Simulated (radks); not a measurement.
Task: These are the eigenvalues of the occupied orbitals of an atom or ion with whole-number occupations (hartree). Calculated with a radial shooting solver on a logarithmic mesh with Libxc functionals: Dirac Kohn-Sham, PBE, spin-unpolarised, spherical densities, point nucleus.

1s1/2: -2323.037
2s1/2: -396.6840
2p1/2: -378.6552
2p3/2: -337.5860
3s1/2: -91.31317
3p1/2: -83.34839
3p3/2: -74.58906
3d3/2: -61.08877
3d5/2: -59.17695
4s1/2: -19.62690
4p1/2: -16.38372
4p3/2: -14.38465
4d3/2: -9.05523
4d5/2: -8.68911
5s1/2: -3.87702
5p1/2: -2.94415
5p3/2: -2.66078
4f5/2: -2.14486
4f7/2: -2.08564

Which element is it, and in what charge state? The configuration may be excited. Open shells, if any, are shared by 2j + 1.

Result: Z = 71, lutetium, charge +4: Lu4+ in [Xe] 4f13. The list shows which subshells hold electrons but not how many an open one holds; the 1s level, -2323 hartree, gives Z - s = 68.2 by -(Z - s)^2/2, which with screening and relativity narrows Z to a few neighbours, and the depths of the outer levels then fix element, charge and occupations together.
